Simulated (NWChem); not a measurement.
System: C3H4BFO; SMILES FB1C=CCO1

```xyz
10

F      0.0666    -2.1149     0.0000
B      0.0733    -0.7850     0.0000
C      1.2699     0.2049     0.0000
C      0.6934     1.4198     0.0000
C     -0.8090     1.3075     0.0000
O     -1.1088    -0.0897     0.0000
H      2.3413     0.0366     0.0000
H      1.1860     2.3899     0.0000
H     -1.2643     1.7705    -0.8858
H     -1.2643     1.7705     0.8858
```
Atoms are numbered in this order, from 1.

Computed with NWChem. Pople sets run with spherical d functions. All runs use the structure optimised with B3LYP/6-31G* (spherical d). Static field.

**Question.** Order these by “anisotropy (bohr³)”, lowest first: BHandHLYP/6-31+G*; B3LYP/6-31+G*; PBE/6-31+G*.

**Answer.** BHandHLYP/6-31+G* (22.5), B3LYP/6-31+G* (23.3), PBE/6-31+G* (24.2)
